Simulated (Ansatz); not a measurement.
Basis-set extrapolation for BFH$_{6}$O$_{2}$Si$_{2}$ (`FB(O[SiH3])O[SiH3]`) (PBE0-D4/def2-TZVP geometry, frozen core, the Gaussian-basis code of Ansatz). Multiplicity 1, RHF reference.

```
                      def2-TZVPP   def2-QZVPP
                 HF  -855.622396  -855.654450
    MP2 correlation    -1.049779    -1.137395
CCSD(T) correlation    -1.130555      not run
```

Energies in hartree. Use E(X) = E(∞) + A·exp(−7.88·√X) for Hartree–Fock and E(X) = E(∞) + B·X^(−2.97) for correlation, with X = 3 and 4, and add CCSD(T) minus MP2 of the smaller set to the MP2 limit.

Q: What is the CCSD(T) energy at the basis-set limit?

A: HF limit: -855.654450 + (-0.032054) × 0.13774 = -855.65887. MP2 limit: -1.137395 + (-0.087616) × 0.74074 = -1.20230. Higher-order term: -1.130555 − (-1.049779) = -0.08078. Total: -856.94195 hartree, 496.2 kJ/mol below CCSD(T)/def2-TZVPP.
